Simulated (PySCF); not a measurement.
A side-by-side comparison of computed properties.

First species: C₈H₇N.
InChI=1S/C8H7N/c1-2-7-5-3-4-6-8(7)9/h1,3-6H,9H2

Second species: C5H9N.
Z-matrix (Å and degrees, GFN2-xTB geometry), rows numbered from 1:
```
C 
C   1  1.3194
C   2  1.4949  1  124.52
C   3  1.5369  2  111.23  1  -121.55
N   4  1.4307  3  109.77  2   -69.06
C   5  1.2494  4  120.58  3   122.66
H   1  1.0784  2  121.68  3    -0.82
H   1  1.0769  2  122.10  3   179.74
H   2  1.0825  1  120.54  3  -179.18
H   3  1.0911  2  110.19  1    -0.32
H   3  1.0925  2  109.39  1   119.40
H   4  1.0946  3  108.54  2   174.54
H   4  1.1033  3  109.98  2    55.46
H   6  1.0975  5  124.43  4     0.86
H   6  1.0803  5  118.60  4  -179.53
```

Levels: PBE0/def2-SVPD for dipole moment, HOMO energy, LUMO energy, HOMO–LUMO gap, static isotropic polarisability and electronic spatial extent ⟨r²⟩ about the centre of nuclear charge; TDDFT PBE0/def2-SVPD for lowest singlet excitation; TDA PBE0/def2-SVPD for lowest triplet excitation (Tamm–Dancoff); GFN2-xTB for rotational constant A and rotational constant C. Geometries: GFN2-xTB. Each species is one conformer at its optimised geometry, gas phase, non-relativistic unless stated; the electronic structure was computed with PySCF and density fitting.

Dipoles, sizes and rotational constants follow the conformer. The torsions of the flexible species, by atom-mapped SMILES:
- `[CH:1]#[C:2][c:3]1[cH:4][cH:5][cH:6][cH:7][c:8]1[NH2:9]`: H–N9–C8–C7 -165°, H–N9–C8–C7 -22°
- `[CH2:1]=[CH:2][CH2:3][CH2:4][N:5]=[CH2:6]`: C1–C2–C3–C4 -122°, C2–C3–C4–N5 -69°, C3–C4–N5–C6 123°

Q: Which of the two has the higher rotational constant C, and by how much?

A: The second: 1.743 GHz against 1.010 GHz, a difference of 0.733 GHz.

Q: Which of the two has the higher static isotropic polarisability, and by how much?

A: The first: 103.3 au against 70.1 au, a difference of 33.2 au.

Q: Which of the two has the higher HOMO energy, and by how much?

A: The first: -6.01 eV against -7.30 eV, a difference of 1.29 eV.

Q: Which has the higher T1 energy?

A: The second: 4.03 eV against 3.35 eV, a difference of 0.68 eV.

Q: Which has the higher LUMO energy?

A: The second: -0.42 eV against -0.82 eV, a difference of 0.40 eV.

Q: Which of the two has the higher HOMO–LUMO gap, and by how much?

A: The second: 6.88 eV against 5.19 eV, a difference of 1.69 eV.

Q: Which of the two has the higher dipole moment, and by how much?

A: The first: 1.54 D against 1.24 D, a difference of 0.30 D.

Q: Which has the higher rotational constant A?

A: The second: 7.655 GHz against 3.016 GHz, a difference of 4.639 GHz.

On the first: The polarisability is 15.30 Å³ as a volume (1 au = 0.148185 Å³), or 1.67 au for each of the 62 electrons. S1 lies 0.86 eV below the HOMO–LUMO gap; its leading configuration is HOMO→LUMO, weight 0.90.

On the second: The dipole equals about 4.1 × 10⁻³⁰ C·m (1 D = 3.33564 × 10⁻³⁰ C·m). The vertical singlet–triplet gap S1 − T1 is 0.85 eV (TDDFT singlet less Tamm–Dancoff triplet; S1: HOMO→LUMO, weight 0.97; T1: HOMO→LUMO, weight 0.95).
